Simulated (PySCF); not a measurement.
diboron tetrachloride cation (B2Cl4), SMILES ClB(Cl)B(Cl)Cl (connectivity only; charge and spin as stated), charge +1, multiplicity 2. Atoms are numbered in the order given.

```xyz
6

Cl     1.1065    -1.1065    -1.5626
B      0.0000     0.0000    -0.9326
Cl    -1.1065     1.1065    -1.5626
B      0.0000     0.0000     0.9326
Cl     1.1065     1.1065     1.5626
Cl    -1.1065    -1.1065     1.5626
```
Charge +1, spin multiplicity 2.

Geometry optimised at PBE0-D3(BJ)/def2-SVP. The multiplicity is an assumed one; no other spin state was optimised. One conformer was computed; it need not be the lowest.

Two levels are set side by side: PBE/pcH-1 (PySCF) and B3LYP/pcH-1 (PySCF). Contact hyperfine couplings, same geometry. Differences are taken from unrounded values.

```csv
quantity,B3LYP
"A(iso) of 35Cl, atom Cl1 (MHz)",10.2
"A(iso) of 11B, atom B2 (MHz)",114.4
"A(iso) of 35Cl, atom Cl3 (MHz)",10.2
"A(iso) of 11B, atom B4 (MHz)",114.4
"A(iso) of 35Cl, atom Cl5 (MHz)",10.2
"A(iso) of 35Cl, atom Cl6 (MHz)",10.2
```

Problem. What does PBE give, and how far is it from B3LYP? (Estimate from the structure and the level; the computed values follow.)

Solution. 
| quantity | PBE | PBE minus B3LYP |
|---|---|---|
| A(iso) of 35Cl, atom Cl1 (MHz) | 7.8 | -2.4 |
| A(iso) of 11B, atom B2 (MHz) | 114.7 | 0.3 |
| A(iso) of 35Cl, atom Cl3 (MHz) | 7.8 | -2.4 |
| A(iso) of 11B, atom B4 (MHz) | 114.7 | 0.3 |
| A(iso) of 35Cl, atom Cl5 (MHz) | 7.8 | -2.4 |
| A(iso) of 35Cl, atom Cl6 (MHz) | 7.8 | -2.4 |

Rough cost on one machine, each run with all the roots and properties that it gave: B3LYP against PBE within a factor of 2.
